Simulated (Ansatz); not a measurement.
## Relaxing a trial structure of C4H4O2Se

The starting geometry of this gas-phase singlet was optimised with GFN2-xTB; its bonds are those of `Cc1c[se]c(=O)o1`.

```json
{"atom": "C", "x (Å)": "-1.2624", "y (Å)": "-0.3460", "z (Å)": "-0.7586"}
{"atom": "C", "x (Å)": "0.1355", "y (Å)": "-0.8606", "z (Å)": "-0.6852"}
{"atom": "C", "x (Å)": "1.1261", "y (Å)": "-0.7054", "z (Å)": "-1.5710"}
{"atom": "C", "x (Å)": "1.6672", "y (Å)": "-2.0557", "z (Å)": "0.5442"}
{"atom": "O", "x (Å)": "2.0800", "y (Å)": "-2.7006", "z (Å)": "1.4567"}
{"atom": "O", "x (Å)": "0.4314", "y (Å)": "-1.5820", "z (Å)": "0.4405"}
{"atom": "Se", "x (Å)": "2.7134", "y (Å)": "-1.5502", "z (Å)": "-1.0098"}
{"atom": "H", "x (Å)": "-1.8110", "y (Å)": "-0.6843", "z (Å)": "0.1156"}
{"atom": "H", "x (Å)": "-1.2683", "y (Å)": "0.7417", "z (Å)": "-0.7844"}
{"atom": "H", "x (Å)": "-1.7570", "y (Å)": "-0.7119", "z (Å)": "-1.6558"}
{"atom": "H", "x (Å)": "1.0558", "y (Å)": "-0.1701", "z (Å)": "-2.4977"}
```

Task: Where would you expect an optimisation with PBE0-D3(BJ)/def2-SVP to take it?

Result: It keeps its bonds, and is `Cc1c[se]c(=O)o1`.

The energy falls by 0.13 eV over 16 steps:

```
step  E − E(last) (eV)
   1             0.127
   3             0.085
   4             0.084
   6             0.077
   8             0.053
   9             0.047
  11             0.007
  13             0.001
  14             0.000
  16             0.000
```

Final geometry (Å):

```yaml
atoms:
  - { symbol: C, position_ang: [-1.2430, -0.3238, -0.7432] }
  - { symbol: C, position_ang: [0.1344, -0.8699, -0.7042] }
  - { symbol: C, position_ang: [1.0562, -0.9183, -1.6780] }
  - { symbol: C, position_ang: [1.7431, -1.9106, 0.6135] }
  - { symbol: O, position_ang: [2.1685, -2.3918, 1.6117] }
  - { symbol: O, position_ang: [0.4899, -1.3918, 0.5083] }
  - { symbol: Se, position_ang: [2.6446, -1.7218, -1.0839] }
  - { symbol: H, position_ang: [-1.9762, -1.1087, -0.5000] }
  - { symbol: H, position_ang: [-1.3607, 0.4798, 0.0005] }
  - { symbol: H, position_ang: [-1.4678, 0.0771, -1.7391] }
  - { symbol: H, position_ang: [0.9219, -0.5452, -2.6911] }
```

The end wasn't checked by frequencies. Run with Ansatz 0.2.0, 36 s on 4 threads of Arm Neoverse V1, with other jobs on the host.
